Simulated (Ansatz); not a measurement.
Geometry optimisation, RHF/def2-SVP in Ansatz.

input.yaml

```yaml
crystal:
  periodic: [false, false, false]
  atoms:
    - { symbol: B, position_ang: [0.033982, 0.407265, -0.151452] }
    - { symbol: H, position_ang: [-0.021695, 0.409454, 1.034929] }
    - { symbol: Cl, position_ang: [1.585917, 0.676497, -0.926891] }
    - { symbol: Cl, position_ang: [-1.443224, 0.29668, -1.098044] }
    - { symbol: "N", position_ang: [0.102882, -2.142226, 0.869055] }
    - { symbol: H, position_ang: [-0.636216, -2.821792, 0.797133] }
    - { symbol: H, position_ang: [0.899339, -2.59037, 1.294719] }
    - { symbol: H, position_ang: [-0.205185, -1.399108, 1.507951] }
basis:
  gaussian: { orbitals: def2-SVP }
hamiltonian:
  xc: hf
relax:
  f_tol: 0.03
  max_steps: 50
output:
  orbitals: {}
```

Run as:

```bash
$ ansatz run input.yaml --threads 1 --pin off --max-ram 2048MiB --backend cpu --events-out ev --progress --plain --runs-dir out
```

Q: Where does it end, and by what steps?

A: The forces met the threshold. The force dipped under the threshold on the way, but the program's further checks kept it going. After 17 steps the energy has fallen by 1.055 eV; H6 moved furthest, 1.03 Å. Joined: B1–N5 (2.75 → 1.63 Å).

```tsv
step	energy less start (eV)	largest force component (eV/Å)	accepted
0	0.0000	1.194	yes
1	-0.1050	0.600	yes
2	-0.1354	1.284	yes
3	-0.1639	1.364	yes
4	-0.2403	0.767	yes
5	-0.2721	0.196	yes
6	-0.3069	0.585	yes
7	-0.4740	0.848	yes
8	-0.7814	0.752	yes
9	-0.9436	0.783	yes
10	-0.8854	1.943	no
11	-1.0095	0.179	yes
12	-1.0293	0.154	yes
13	-1.0507	0.027	yes
14	-1.0292	0.811	no
15	-1.0539	0.068	yes
16	-1.0544	0.134	yes
17	-1.0552	0.006	yes
```

```xyz
8
Properties=species:S:1:pos:R:3
B 0.049 -0.140 0.179
H 0.186 0.637 1.081
Cl 1.486 -0.148 -0.992
Cl -1.602 0.000 -0.651
N 0.049 -1.635 0.827
H -0.059 -2.326 0.099
H 0.919 -1.814 1.306
H -0.714 -1.738 1.479
```

Run time: 23 s on 1 thread of Arm Neoverse V2 (shared host), peak memory 0.15 GiB.
